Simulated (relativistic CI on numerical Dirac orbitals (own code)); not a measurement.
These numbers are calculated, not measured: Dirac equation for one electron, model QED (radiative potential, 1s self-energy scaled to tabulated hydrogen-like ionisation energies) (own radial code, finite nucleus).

CI space: 1s, 2s, 2p, 3s, 3p, 3d, 4s, 4p, 4d, 4f, 5s, 5p, 5d, 5f, 5g, 6s, 6p, 6d. Levels of other configurations are missing.

Outline of the computed level scheme of Er LXVIII. Lowest level of each configuration: 1s 2S_1/2 at 0.0 eV; 2p 2P°_1/2 at 50118.5 eV; 2s 2S_1/2 at 50135.6 eV; 3p 2P°_1/2 at 59762.1 eV; 3s 2S_1/2 at 59767.1 eV; 3d 2D_3/2 at 60102.9 eV; 4p 2P°_1/2 at 63088.4 eV; 4s 2S_1/2 at 63090.6 eV; 4d 2D_3/2 at 63231.4 eV.

Some strong electric-dipole decays among the lowest 14 levels: 2p 2P°_1/2 → 1s 2S_1/2 (1.4e+16 s⁻¹); 2p 2P°_3/2 → 1s 2S_1/2 (1.3e+16 s⁻¹); 3p 2P°_3/2 → 1s 2S_1/2 (3.5e+15 s⁻¹); 3p 2P°_1/2 → 1s 2S_1/2 (3.4e+15 s⁻¹); 4p 2P°_3/2 → 1s 2S_1/2 (1.4e+15 s⁻¹); 3d 2D_5/2 → 2p 2P°_3/2 (1.4e+15 s⁻¹); 4p 2P°_1/2 → 1s 2S_1/2 (1.3e+15 s⁻¹); 3d 2D_3/2 → 2p 2P°_1/2 (1.3e+15 s⁻¹).
